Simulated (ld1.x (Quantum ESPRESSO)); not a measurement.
**u(r) = r·R(r): atom against pseudo-atom (B (Z = 5))**

Columns: radius, all-electron u(r) and pseudo u(r) of the 2p shell (level -3.55 eV) of boron in the configuration [He] 2s2 2p1; Wu–Cohen, scalar-relativistic, TM scheme, ld1.x (Quantum ESPRESSO) 7.5.

```tsv
r (bohr)	all-electron	pseudo
0.210	0.0936	0.0244
0.420	0.2469	0.0941
0.630	0.3832	0.1985
0.840	0.4878	0.3220
1.050	0.5612	0.4464
1.260	0.6050	0.5545
1.470	0.6245	0.6337
1.680	0.6254	0.6776
1.890	0.6128	0.6870
2.100	0.5907	0.6681
2.310	0.5623	0.6297
2.520	0.5298	0.5808
2.730	0.4949	0.5289
2.940	0.4591	0.4788
3.150	0.4235	0.4333
3.360	0.3890	0.3929
3.570	0.3562	0.3573
3.780	0.3255	0.3257
3.990	0.2971	0.2971
4.200	0.2709	0.2709
4.410	0.2467	0.2467
4.620	0.2246	0.2246
4.830	0.2043	0.2043
5.040	0.1856	0.1856
5.250	0.1686	0.1686
5.460	0.1529	0.1529
```

(1) How many radial nodes do the two functions have?

(2) At about which radius was the pseudo-wave matched?

(3) Where does each function peak?

(4) Is the pseudo-wave norm-conserving?

Results:

(1) The all-electron 2p function has n − l − 1 = 0; the pseudo-wave has 0.

(2) 4.20 bohr. The columns agree to 0.0005 from 3.78 bohr on; several derivatives are matched, so the curves merge somewhat inside the radius.

(3) Outermost all-electron maximum near 1.68 bohr, pseudo maximum near 1.89 bohr (to the table’s step).

(4) Yes: the TM scheme keeps the norm inside the radius equal to the all-electron one, which fixes the energy derivative of the logarithmic derivative at the level.
